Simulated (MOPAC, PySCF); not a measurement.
Ligands exchanged one at a time, In F-H. All species are isolated molecules in the gas phase. Strings in code marks are SMILES.

Quantity: vertical ionisation energy (energy after one electron is removed minus that of the parent at the parent's geometry), in eV.

Level 1: CAM-B3LYP-D3(BJ)/def2-TZVP (PySCF)
Level 2: TPSSh-D3(BJ)/def2-TZVP // CAM-B3LYP-D3(BJ)/def2-TZVP (PySCF)
Level 3: minus the HOMO energy of B3LYP/6-31G* (LANL2DZ on In) // CAM-B3LYP-D3(BJ)/def2-TZVP (PySCF)
Level 4: minus the HOMO energy of PM7 // CAM-B3LYP-D3(BJ)/def2-TZVP (MOPAC)

```csv
species,level 2,level 3,level 4
`[F][InH][F]`,12.03,9.18,13.21
`[F][In]([F])[F]`,13.07,10.06,14.15
```

Task: What does level 1 give for each?

Result: 
- `[F][InH][F]`: 12.71
- `[F][In]([F])[F]`: 14.03
